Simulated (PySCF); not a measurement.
**Broadened absorption spectrum of C2H12Si4**

Compound: C2H12Si4.
Numbering: `[SiH3:1][Si:2]1([SiH3:3])[CH2:4][CH2:5][SiH2:6]1` (hydrogens: H7, H8, H9 on Si1; H10, H11, H12 on Si3; H13, H14 on C4; H15, H16 on C5; H17, H18 on Si6)

Level of theory: TDDFT wB97X-D/def2-SVPD, vertical, gas phase, core orbitals frozen in the response (PySCF 2.14.0, density-fitted response routines). The structure is a single GFN2-xTB conformer in the gas phase; no vibrational or solvent corrections.

Computed states:

```json
{"state": "S1", "E (eV)": "5.73", "f": "0.065"}
{"state": "S2", "E (eV)": "6.06", "f": "0.023"}
{"state": "S3", "E (eV)": "6.15", "f": "0.015"}
{"state": "S4", "E (eV)": "6.28", "f": "0.037"}
{"state": "S5", "E (eV)": "6.41", "f": "0.185"}
{"state": "S6", "E (eV)": "6.47", "f": "0.0099"}
{"state": "S7", "E (eV)": "6.57", "f": "0.018"}
{"state": "S8", "E (eV)": "6.78", "f": "0.061"}
```

Broadening: Gaussians 0.4 eV wide at half height, area fixed by f = 4.319×10⁻⁹ ∫ε dν̃. The width is an assumption, not a result. The curve ends short of the highest state used, and states not computed would add to its high-energy end.

Problem. What does the envelope look like, and where are its maxima?

Solution. 
```tsv
E (eV)	ε (L mol⁻¹ cm⁻¹)
5.13	8
5.18	22
5.22	47
5.27	109
5.31	201
5.36	400
5.41	730
5.45	1111
5.50	1738
5.54	2338
5.59	3141
5.63	3749
5.68	4355
5.72	4655
5.77	4776
5.82	4671
5.86	4515
5.91	4378
5.95	4422
6.00	4785
6.04	5382
6.09	6553
6.13	7826
6.18	9774
```

Maxima: 215 nm (5.77 eV), ε about 4800, made up of S1 (90%) (ε in L mol⁻¹ cm⁻¹; maxima over ε = 5, shares over 10%). At its high-energy end, 6.18 eV, the curve is still rising (ε about 9800, from S2, S3, S4 and S5).

Problem. What would ε be at 5.77 eV, the highest of these maxima, with half the width (0.2 eV)?

Solution. About 7990 L mol⁻¹ cm⁻¹ against 4780, a factor of about 1.7; a lone state at its own centre would give exactly 2.

Problem. Coming from long wavelengths, where does ε first pass 100 L mol⁻¹ cm⁻¹?

Solution. At about 235 nm (5.26 eV), 0.47 eV below S1.

Problem. On this curve, what absorbance would a 10⁻³ mol/L sample give at 222 nm over a 1 cm path?

Solution. 222 nm is 5.585 eV, where ε is about 3100 L mol⁻¹ cm⁻¹, so A = ε c l ≈ 3.1 (Beer–Lambert, with the gas-phase spectrum and the assumed width).

On one thread of an Intel Xeon at 2.50 GHz (shared host), this took 2.6 min of wall time (with the writing of density and orbital grids) and 1.0 GiB of memory at its peak.
